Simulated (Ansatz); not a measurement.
Basis-set series for CH5NS2Si (`C=N[SiH](S)S`). The species carries charge 0 and has multiplicity 1. The geometry is a stationary point of PBE0-D4/def2-TZVP. It is one conformer, not always the lowest.

```csv
functional,basis,functions,energy (Eh),HOMO (eV),LUMO (eV)
PBE0-D4,def2-SVP,107,-1180.87763,-7.20,-1.08
PBE0-D4,def2-TZVPP,258,-1181.36956,-7.31,-1.25
ωB97M-V,def2-SVP,107,-1181.27610,-9.30,1.24
ωB97M-V,def2-TZVPP,258,-1181.77090,-9.44,0.96
```

(1) Give the rows for def2-QZVPP. (An estimate is asked.)

## Answers

(1) The calculation gave: 
```
functional       basis  functions  energy (Eh)  HOMO (eV)  LUMO (eV)
   PBE0-D4  def2-QZVPP        474  -1181.40907      -7.34      -1.32
   ωB97M-V  def2-QZVPP        474  -1181.80839      -9.49       0.84
```

Positive LUMOs are unbound and depend on the basis.

All numbers were calculated with Ansatz.
